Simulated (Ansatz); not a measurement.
`C[SiH2]N` and `C[SiH2][AsH2]` differ in one element.

Ansatz, PBE0-D4/def2-TZVP geometries, multiplicity 1. Each molecule was computed in one conformer, which needn't be the lowest.

Scalar relativity is left out up to krypton.

```json
{"property": "HOMO energy (B3LYP/def2-TZVPP) / eV", "`C[SiH2]N`": "-6.97"}
{"property": "HOMO energy (ωB97M-V/def2-TZVPP) / eV", "`C[SiH2]N`": "-9.55"}
{"property": "LUMO energy (PBE0/def2-TZVPP) / eV", "`C[SiH2]N`": "0.69"}
{"property": "HOMO–LUMO gap (ωB97M-V/def2-TZVPP) / eV", "`C[SiH2]N`": "11.69"}
{"property": "LUMO energy (ωB97M-V/def2-TZVPP) / eV", "`C[SiH2]N`": "2.14"}
{"property": "HOMO energy (PBE/def2-TZVPP) / eV", "`C[SiH2]N`": "-5.79"}
```

Q: Give the same properties after the change, and the shifts. (An estimate is asked.)

A: Computed: 
| property | `C[SiH2][AsH2]` | shift |
| --- | --- | --- |
| HOMO energy (B3LYP/def2-TZVPP) / eV | -7.09 | -0.12 |
| HOMO energy (ωB97M-V/def2-TZVPP) / eV | -9.36 | 0.19 |
| LUMO energy (PBE0/def2-TZVPP) / eV | 0.27 | -0.42 |
| HOMO–LUMO gap (ωB97M-V/def2-TZVPP) / eV | 11.30 | -0.39 |
| LUMO energy (ωB97M-V/def2-TZVPP) / eV | 1.94 | -0.20 |
| HOMO energy (PBE/def2-TZVPP) / eV | -6.24 | -0.45 |

With PBE0 the HOMO falls by 0.10 eV and the LUMO falls by 0.42 eV, so the gap narrows by about 0.32 eV. PBE moves the HOMO by -0.45 eV and ωB97M-V by 0.19 eV.

B3LYP here is the variant with VWN-RPA as its local correlation; programs differ in this.
